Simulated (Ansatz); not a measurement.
Reaction (formal exchange of groups at a B–O bond): `OB(O)F` + `[SiH3]Br` → `OB(F)[SiH2]Br` + H₂O

Calculated with Ansatz (gas phase, PBE0-D4/def2-TZVP geometries, no zero-point term in ΔE). CCSD(T)/CBS is the MP2 limit (def2-TZVPP, def2-QZVPP) plus CCSD(T) − MP2 in def2-TZVPP, frozen cores. This one scheme is used for every species. Functionals use def2-TZVPP. For Br outer-core shells are correlated without core-valence functions, which leaves a few kJ/mol of doubt a bond. Scalar relativity is left out up to krypton. Each species was taken in one conformer, which may not be the lowest.

`OB(O)F`:

Z-matrix (Å, degrees):
```
B
O 1 1.352
F 1 1.333 2 117.9
O 1 1.360 2 121.6 3 180.0
H 2 0.960 1 112.5 3 -180.0
H 4 0.960 1 113.1 2 -180.0
```

`[SiH3]Br`:

Cartesian coordinates in Å:
```
Si 0.025 0.127 0.100
Br -0.315 -1.598 -1.255
H -0.216 1.374 -0.662
H 1.424 0.075 0.581
H -0.919 0.022 1.235
```

`OB(F)[SiH2]Br`:

Cartesian coordinates in Å:
```
O 1.745 0.512 -0.640
B 0.422 0.723 -0.720
F 0.001 1.657 -1.564
Si -0.918 -0.330 0.394
Br 0.325 -1.743 1.617
H 1.976 -0.179 -0.009
H -1.697 0.508 1.338
H -1.854 -1.148 -0.416
```

H₂O:

Z-matrix (Å, degrees):
```
O
H 1 0.960
H 1 0.960 2 105.1
```

CCSD(T)/CBS gives +1.42 eV.

Another level gave +1.53 eV. Which?
A. ωB97X-V/def2-TZVPP
B. CAM-B3LYP/def2-TZVPP
C. LDA (SPW92)/def2-TZVPP
D. r2SCAN0/def2-TZVPP

D. r2SCAN0 1.53, CAM-B3LYP 1.57, LDA (SPW92) 1.37, ωB97X-V 1.45 eV.

Largest T1 diagnostic among the species: 0.012.

From r2SCAN to r2SCAN0 (25 % exact exchange), in def2-TZVPP and without D4, ΔE moves by +0.05 eV. In def2-TZVPP, CCSD(T) changes the Hartree–Fock value by −0.33 eV (the triples alone add −0.05 eV) and MP2 by −0.30 eV.
